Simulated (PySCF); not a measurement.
Run record: excited-state job, `OB(O)C[N]([GeH3])C`.

Computed with TDDFT CAM-B3LYP/def2-SVPD, vertical, gas phase, core orbitals frozen in the response (PySCF 2.14.0, density-fitted response routines). Geometry: PBE0-D3(BJ)/def2-SVP. The command runs a driver script over a list of jobs; the input below is this job's line of settings and its coordinates in Å.

Command:
```bash
OMP_NUM_THREADS=1 python probes_run.py task.json out
```

Input:
```
{"job": {"kind": "uv", "xc": "CAM-B3LYP", "basis": "def2-SVPD", "ip": true}, "charge": 0, "multiplicity": 1}
C     -1.691489     1.311130    -0.371200
N     -0.726168     0.324238     0.030555
Ge    -1.299496    -1.331416     0.598840
C      0.626946     0.720100    -0.245843
B      1.788046    -0.332719    -0.057612
O      1.492726    -1.657595    -0.046283
O      3.098066     0.035098     0.045366
H     -1.497108     2.288084     0.116880
H     -1.682730     1.495699    -1.467008
H     -2.711536     1.006437    -0.095292
H     -1.221646    -2.445862    -0.466508
H     -2.788808    -1.081753     0.926522
H     -0.570383    -1.771331     1.881493
H      0.729906     1.044346    -1.311523
H      0.888411     1.638247     0.330505
H      2.271881    -2.212391     0.072744
H      3.227283     0.987443     0.061714
```

Output:
```
coarse grid: 63160 points
cycle   1  E = -2388.7466261809  dE =  2.136e-01  |g| = 9.202e-01  |ddm| = 5.695e+00
cycle   2  E = -2388.6910307364  dE =  5.560e-02  |g| = 1.108e+00  |ddm| = 2.239e+00
cycle   3  E = -2388.8984686636  dE = -2.074e-01  |g| = 6.506e-02  |ddm| = 1.136e+00
cycle   4  E = -2388.8991059443  dE = -6.373e-04  |g| = 3.727e-02  |ddm| = 1.361e-01
cycle   5  E = -2388.8992956463  dE = -1.897e-04  |g| = 5.631e-03  |ddm| = 4.669e-02
cycle   6  E = -2388.8993009100  dE = -5.264e-06  |g| = 2.693e-03  |ddm| = 1.006e-02
final grid: 133792 points
cycle   7  E = -2388.8992791228  dE =  1.046e-06  |g| = 3.644e-03  |ddm| = 9.984e-03
cycle   8  E = -2388.8992766685  dE =  2.454e-06  |g| = 5.074e-03  |ddm| = 8.967e-03
cycle   9  E = -2388.8992818566  dE = -5.188e-06  |g| = 1.132e-04  |ddm| = 5.196e-03
cycle  10  E = -2388.8992818599  dE = -3.270e-09  |g| = 2.535e-05  |ddm| = 1.733e-04
cycle  11  E = -2388.8992818601  dE = -2.615e-10  |g| = 1.581e-05  |ddm| = 7.895e-05
converged SCF energy = -2388.8992818601

Static polarisability (au): isotropic 86.229, principal 71.826 92.083 94.779

Singlet excitations
state   eV       nm        f      main configurations
  1   5.1930    238.8   0.01939   H->L 0.77, H->L+3 0.14
  2   5.7967    213.9   0.01257   H->L+3 0.50, H->L+2 0.31, H->L 0.09
  3   5.9966    206.8   0.01552   H->L+1 0.81
  4   6.4722    191.6   0.00494   H->L+4 0.41, H->L+2 0.21, H->L+3 0.19
  5   6.5252    190.0   0.00369   H->L+5 0.55, H->L+2 0.15, H->L+4 0.11
  6   6.8408    181.2   0.05921   H->L+6 0.51, H->L+4 0.21, H->L+5 0.15
  7   6.9066    179.5   0.01099   H->L+6 0.37, H->L+4 0.19, H->L+7 0.12
  8   7.0356    176.2   0.00247   H->L+7 0.30, H->L+8 0.30, H->L+2 0.10
  9   7.3041    169.7   0.03316   H->L+7 0.40, H->L+8 0.31, H->L+12 0.09
 10   7.4571    166.3   0.00679   H->L+9 0.64, H->L+8 0.14

Triplet excitations (Tamm-Dancoff, eV): 5.1071 5.3774 5.8618 6.2869
Vertical ionisation energy (delta-SCF) = 7.8189 eV
```

The SCF starts on a coarse grid where the log names one; the energy can jump when the final grid takes over, and dE then counts from the start density on the new grid. H and L stand for HOMO and LUMO; the number after each pair is its weight.

**Question.** Give the mean polarisability as a volume in Å³, and the ratio of the largest to the smallest principal value.

**Answer.** 86.229 au × 0.148185 = 12.78 Å³; 94.779/71.826 = 1.32.

**Question.** Give S1 in cm⁻¹ and kJ/mol.

**Answer.** 5.1930 eV × 8065.54 = 41884 cm⁻¹; × 96.485 = 501.0 kJ/mol.

Main results: HOMO -7.25 eV, LUMO 0.44 eV; lowest singlet 5.19 eV; lowest triplet 5.11 eV (Tamm–Dancoff); mean polarisability 86.2 au.

 Relativistic effects, spin–orbit coupling among them, are left out although an element past zinc is present.

**Question.** How long does this job take on Arm Neoverse N1, one thread, no GPU, on a shared host? And the peak memory of the process?

**Answer.** About 4.0 min (density and orbital grids were written too), with 1.5 GiB resident at the peak, the Python interpreter and its libraries included.

One conformer stands for the species.
Labels such as C1 count atoms from 1, the log's own numbers from 0.
